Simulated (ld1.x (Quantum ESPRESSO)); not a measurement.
**Reading a pseudo-wave (neon (Ne))**

Columns: radius, all-electron u(r) and pseudo u(r) of the 2s shell (level -40.87 eV) of neon in the configuration [He] 2s2 2p5.75; PBE, scalar-relativistic, RRKJ scheme, ld1.x (Quantum ESPRESSO) 7.5.

```tsv
r (bohr)	all-electron	pseudo
0.075	0.4825	-0.1575
0.150	0.3150	-0.2823
0.225	-0.0359	-0.3751
0.300	-0.3855	-0.4900
0.375	-0.6691	-0.6764
0.450	-0.8726	-0.8726
0.525	-1.0015	-1.0015
0.600	-1.0693	-1.0693
0.675	-1.0901	-1.0901
0.750	-1.0769	-1.0769
0.825	-1.0402	-1.0402
0.900	-0.9882	-0.9882
0.975	-0.9271	-0.9271
1.050	-0.8613	-0.8613
1.125	-0.7941	-0.7941
1.200	-0.7276	-0.7276
1.275	-0.6633	-0.6633
1.350	-0.6022	-0.6022
1.425	-0.5448	-0.5448
1.500	-0.4915	-0.4915
1.575	-0.4423	-0.4423
1.650	-0.3972	-0.3972
1.725	-0.3561	-0.3561
1.800	-0.3187	-0.3187
1.875	-0.2849	-0.2849
1.950	-0.2544	-0.2544
```

Question: How many radial nodes do the two functions have?

Answer: The all-electron 2s function has n − l − 1 = 1; the pseudo-wave has 0, since the states of the same l below it are removed with the core.

Question: At about which radius was the pseudo-wave matched?

Answer: 0.45 bohr, where the columns begin to agree (steps of 0.07 bohr).

Question: Where does each function peak?

Answer: Outermost all-electron maximum near 0.68 bohr, pseudo maximum near 0.68 bohr (to the table’s step).

Question: Is the pseudo-wave norm-conserving?

Answer: Yes: the RRKJ scheme keeps the norm inside the radius equal to the all-electron one, which fixes the energy derivative of the logarithmic derivative at the level.
